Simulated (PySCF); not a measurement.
# Calculated NMR parameters of O=CN[C@]12C=C[C@@]1([SiH3])C=C2

```
Formula                               : C7H9NOSi
SMILES                                : O=CN[C@]12C=C[C@@]1([SiH3])C=C2
InChI                                 : InChI=1S/C7H9NOSi/c9-5-8-6-1-3-7(6,10)4-2-6/h1-5H,10H3,(H,8,9)/t6-,7+
Point group of the computed structure : Cs
Degrees of unsaturation               : 5
Carbon signals                        : 5
Proton signals                        : 5
```

Atom-mapped SMILES (the numbers label the heavy atoms): `[O:1]=[CH:2][NH:3][C@:4]12[CH:5]=[CH:6][C@@:7]1([SiH3:8])[CH:9]=[CH:10]2`; H(Xn) means a hydrogen on atom n.

- shieldings: GIAO PBE0/pcSseg-1
- structure optimised with GFN2-xTB
- code: PySCF 2.14.0 with density-fitted response routines
- rapidly exchanging positions averaged, one conformer, in vacuum, no relativistic terms

Chemical shifts δ = σref − σ; ¹H and ¹³C and ²⁹Si vs TMS; ¹⁵N vs NH3; ¹⁷O against H2O, all at this level.

```tsv
carbon	δC, type	δH (multiplicity)	HMBC from (2–3 bonds)	span of the C tensor (ppm)
C2	159.2, CH	7.85 (d)	–	159
C4	69.0, C	–	H(C2), H(C6)/H(C9), H(C5)/H(C10), H(Si8)	48
C5/C10	145.9, CH	6.66 (d)	H(C6)/H(C9), H(C5)/H(C10)	218
C6/C9	161.8, CH	7.26 (d)	H(C6)/H(C9), H(C5)/H(C10), H(Si8)	257
C7	58.9, C	–	H(C6)/H(C9), H(C5)/H(C10), H(Si8)	35
```

Other nuclei:
```csv
atoms,nucleus,environment,δ (ppm),σ (ppm)
H(N3),¹H,hydrogen on an amide-type nitrogen,5.26,26.46
H(Si8),¹H,hydrogen on a silicon bonded to C,4.33,27.39
Si8,²⁹Si,"silicon bonded to C, 3 H",-90.2,439.3
N3,¹⁵N,amide-type nitrogen,142.6,125.2
O1,¹⁷O,amide-type carbonyl oxygen,401.2,-65.1
```

Carbon types of the structure: 2 × C, 5 × CH, leaving 4 H on heteroatoms. δC 161.8, 145.9: alkene CH; as expected for a trigonal carbon in a double bond. δC 159.2: amide carbonyl carbon; lone-pair donation from the attached heteroatom keeps it upfield of a ketone carbonyl. δC 69.0: allylic fully substituted sp3 carbon bonded to N; the inductive effect lowers its shielding. δH 7.26, 6.66: hydrogen on an alkene CH; olefinic region. δH 5.26: hydrogen on an amide-type nitrogen; exchangeable; this is the value without hydrogen bonding to other molecules.

OH and NH positions are those of a molecule without intermolecular hydrogen bonds; in solution they move with solvent, concentration and temperature, and exchange usually removes their couplings. Amide-type NH protons are broadened by 14N but still split neighbouring CH signals. Shifts are as computed. Against solution values, carbons near 30 ppm lie about +3 ppm off and those near 130 ppm about +5 ppm. Of 1211 compounds with measured shifts, 218 miss one by over three times the rms of a fit or turn the order of signals round; such compounds aren't used in these exercises. Hydrogen bonding in solution shields acid and N–H amide carbonyl oxygens by tens of ppm. Hydrogen bonding in solution deshields acid and N–H amide carbonyl carbons by as much as 10 ppm beyond these values. Unscaled 17O shifts of doubly bonded oxygen tend to come out too high, by tens of ppm or more. Experimental scales use liquid or dissolved standards, which lie at an offset from isolated NH3 (liquid NH3: subtract about 20 ppm) and H2O (liquid H2O: subtract about 36 ppm). Multiplicities follow the n + 1 count of equivalent neighbours, as no J values were calculated; m marks all less simple cases, F and P coupling included.
